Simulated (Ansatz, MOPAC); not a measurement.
Molecule: C4H7S, charge 1, multiplicity 1. SMILES: C1C[SH+]CC=1

Atoms: C1, C2, C3, C4, S5, H6, H7, H8, H9, H10, H11, H12. Bonds: C1-C2, C1-S5, C1-H6, C1-H7, C2-C3, C2-H8, C3-C4, C3-H9, C4-S5, C4-H10, C4-H11, S5-H12.

Bond lengths (Å) and angles (degrees) optimised at PM3 with MOPAC; MNDO with MOPAC; B3LYP/6-31G* with Ansatz (a first-principles code), each started from the B3LYP-D3(BJ)/def2-TZVP structure (Ansatz) of the last column. A row stands for all coordinates that are equal there; 10 of 18 kinds are shown. 6-31G* holds six Cartesian d functions. No wavenumbers were computed at MNDO, so these may be saddle points.

```csv
coordinate,PM3,MNDO,B3LYP/6-31G*,B3LYP-D3(BJ)/def2-TZVP
C1-C2,1.489,1.504,1.505,1.500
C1-S5,1.842,1.796,1.869,1.846
C1-H6,1.106,1.108,1.094,1.090
C1-H7,1.111,1.110,1.096,1.092
C2-C3,1.337,1.349,1.331,1.324
C2-H8,1.097,1.089,1.086,1.082
S5-H12,1.298,1.320,1.353,1.350
C2-C1-S5,105.9,104.8,104.5,104.4
C1-C2-C3,117.1,116.6,117.8,117.5
C1-S5-C4,93.9,97.2,94.0,94.3
```

Mean signed difference of all 12 bond lengths from B3LYP-D3(BJ)/def2-TZVP: PM3 0.002 Å, MNDO -0.001 Å, B3LYP/6-31G* 0.007 Å.
